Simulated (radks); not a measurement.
Coulomb parameter of the 5d shell of the osmium ion Os2+ in the model configuration [Xe] 4f14 5d4.5 6s1.5, as a second difference U = [E(n + 0.25) + E(n - 0.25) - 2 E(n)] / (0.25)^2 with all orbitals relaxed. "Bare": the charge of the atom changes with n. "Screened": the 6s shell takes up the change at fixed total charge, which measures U(5d,5d) + U(6s,6s) - 2 U(5d,6s). Method: scalar-relativistic Kohn-Sham, PBE, spin-unpolarised, spherical densities, point nucleus; computed with a radial shooting solver on a logarithmic mesh with Libxc functionals.

case                      configuration  E - E(n) (eV)
start             [Xe] 4f14 5d4.5 6s1.5          0.000
bare +0.25       [Xe] 4f14 5d4.75 6s1.5         -6.236
bare -0.25       [Xe] 4f14 5d4.25 6s1.5          6.982
screened +0.25  [Xe] 4f14 5d4.75 6s1.25         -0.900
screened -0.25  [Xe] 4f14 5d4.25 6s1.75          0.970

U(bare) = 11.932 eV, U(screened by 6s) = 1.128 eV, against the Slater integral F0(5d,5d) = 15.102 eV with frozen orbitals.
